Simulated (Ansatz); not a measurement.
Molecule: sum formula H₃SiSO₃, net charge -1, singlet state. It need not be the lowest isomer of its formula. Whether it binds its extra electron was not tested at this geometry. 
Geometry from a B3LYP-D3(BJ)/def2-TZVP (Ansatz, a first-principles code) optimisation:
```
Si
O 1 1.6791
H 2 0.9612 1 107.88
O 1 1.6791 2 103.96 3 -143.56
H 4 0.9612 1 107.88 2 107.91
O 1 1.6791 2 103.96 3 107.91
H 6 0.9612 1 107.88 2 -143.56
S 1 2.0407 2 114.54 3 -17.82
```
Charge -1, spin multiplicity 1.

Total electronic energies in hartree. Cores are frozen in the correlated levels unless marked. No spin-orbit coupling. No relativistic terms. Basis-set limits of correlation are two-point, X^-3; Hartree-Fock from the larger set. The bracket is a focal-point correction in the basis named.

```csv
level,program,energy (Eh)
HF/cc-pV(D+d)Z,Ansatz,-913.04779
revPBE-D4/def2-TZVPD,Ansatz + dftd4,-915.36665
r2SCAN-D4/def2-TZVPD,Ansatz + dftd4,-915.40425
PBE0/def2-SVP,Ansatz,-914.50106
HSE06-D4/def2-TZVPD,Ansatz + dftd4,-915.04242
LC-wPBE/def2-TZVPD,Ansatz,-915.22435
B2GP-PLYP-D4/def2-TZVPD,Ansatz + dftd4,-915.05403
MP2/6-31G,Ansatz,-913.26228
MP2/cc-pV(T+d)Z,Ansatz,-914.20059
MP2/cc-pVTZ,Ansatz,-914.19144
SCS-MP2/aug-cc-pV(D+d)Z,Ansatz,-913.92556
CCSD/cc-pVTZ,Ansatz,-914.21045
CCSD(T)/cc-pwCVTZ,Ansatz,-914.28196
"RI-MP2/CBS(aug-cc-pV(T+d)Z,aug-cc-pV(Q+d)Z)+[CCSD(T)-MP2]/aug-cc-pV(Q+d)Z",Ansatz,-914.4441
"CCSD(T)/CBS(aug-cc-pV(T+d)Z,aug-cc-pV(Q+d)Z)",Ansatz,-914.4407
```

Totals of different functionals don't rank their quality; only differences between species are comparable.
